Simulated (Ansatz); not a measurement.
CH$_{10}$Si$_{3}$, SMILES `C[SiH]([SiH3])[SiH3]`. The species carries charge 0 and has multiplicity 1.

```csv
atom,x (Å),y (Å),z (Å)
C1,-0.066,1.776,0.831
Si2,-0.573,0.065,0.232
Si3,0.764,-1.597,1.195
Si4,-0.401,-0.100,-2.096
H5,-0.698,2.546,0.384
H6,-0.156,1.848,1.917
H7,0.971,1.987,0.561
H8,-1.992,-0.206,0.612
H9,0.336,-2.946,0.733
H10,0.688,-1.561,2.682
H11,2.186,-1.398,0.800
H12,-0.817,-1.452,-2.557
H13,1.010,0.124,-2.518
H14,-1.253,0.914,-2.776
```

(1) Give the diagnostics of a CCSD(T)/def2-TZVPP run (frozen core, Ansatz). (Estimate.)

Answers

(1) Computed: T1 = 0.0125, largest single amplitude 0.018, largest double 0.017, (T) share of the correlation energy 3.5 %, 8 CCSD cycles. The RHF solution is stable towards an unrestricted one. T1 lies under the customary mark of 0.02 for closed shells.
